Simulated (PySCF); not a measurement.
# Dipole response of P⁺ (phosphorus, charge +1)

[Ne] 3s2 3p2, high-spin 3P determinant. All numbers are calculated (PySCF 2.14, no relativity, point nucleus, in def2-QZVPPD (10s6p5d2f1g, 76 functions)). Coupled (time-dependent) response in atomic units; α is the mean over directions.

| method | mean α (bohr³) | α xx, yy, zz | C₆ (like pair) | S(−4) |
| --- | --- | --- | --- | --- |
| UHF | 14.48 | 14.11, 14.67, 14.67 | 75.05 | 70.84 |
| PBE | 14.46 | 13.81, 14.78, 14.78 | 74.61 | 69.42 |
| PBE0 | 14.33 | 13.79, 14.60, 14.60 | 73.85 | 67.55 |
| HSE06 | 14.31 | 13.77, 14.58, 14.58 | 73.67 | 67.25 |
| CAM-B3LYP | 14.27 | 13.71, 14.55, 14.55 | 73.25 | 67.00 |

S(−4) is the Cauchy moment in α(ω) = α(0) + S(−4) ω² + …

α(iu) at HSE06:

| u (hartree) | α(iu) (bohr³) |
| --- | --- |
| 0 | 14.31 |
| 0.0500 | 14.14 |
| 0.100 | 13.67 |
| 0.200 | 12.07 |
| 0.300 | 10.15 |
| 0.500 | 6.801 |
| 0.750 | 4.209 |
| 1.00 | 2.790 |
| 1.50 | 1.473 |
| 2.00 | 0.9213 |
| 3.00 | 0.4804 |
| 5.00 | 0.2202 |

A single London oscillator, α(iu) = α/(1 + u²/ω²), gives C₆ = (3/4) ω α². Matching the computed C₆ needs ω = 4 × 73.67 / (3 × 14.31²) = 0.480 hartree.

For an ion, C₆ is the dispersion term alone; charge-induced terms of lower order in 1/R come first.

The components differ because the open shell of this determinant is not spherical; for a pure term their mean is the scalar polarisability.
